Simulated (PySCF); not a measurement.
Numbering as in the mapped SMILES `[O:1]=[C:2]([Cl:3])[CH2:4][CH2:5][C:6](=[O:7])[Cl:8]` (H(Xn): hydrogen on atom n).

[PySCF: GFN2-xTB structure; NMR shieldings at PBE0/pcSseg-1/GIAO; gas phase; rapidly exchanging positions averaged; one computed conformer; relativity neglected]

Scale: TMS for 13C and 1H; 17O against H2O; 35Cl vs HCl (reference shieldings calculated alike).

```csv
atoms,nucleus,count,Hirshfeld charge,δ (ppm)
O1/O7,17O,2,-0.19,?
C2/C6,13C,2,0.19,184.0
Cl3/Cl8,35Cl,2,-0.05,470
C4/C5,13C,2,-0.07,?
H(C4)/H(C5),1H,4,0.06,3.00
```

**Question.** Complete the table.

**Answer.** 
- C4/C5: 44.2 ppm, sp3 CH2 α to a carbonyl; the adjacent C=O deshields it moderately
- O1/O7: 590.0 ppm, carbonyl oxygen

Carbons that carry Cl, above all several Cl atoms, come out too deshielded, partly because spin–orbit coupling is missing. Shifts are as computed. Against solution values, carbons near 30 ppm lie about +3 ppm off and those near 130 ppm about +5 ppm; carbons on Cl a further +6 ppm. Of 1211 compounds with measured shifts, 218 miss one by over three times the rms of a fit or turn the order of signals round; such compounds aren't used in these exercises. Unscaled 17O shifts of doubly bonded oxygen tend to come out too high, by tens of ppm or more. Experimental scales use liquid or dissolved standards, which lie at an offset from isolated H2O (liquid H2O: subtract about 36 ppm).
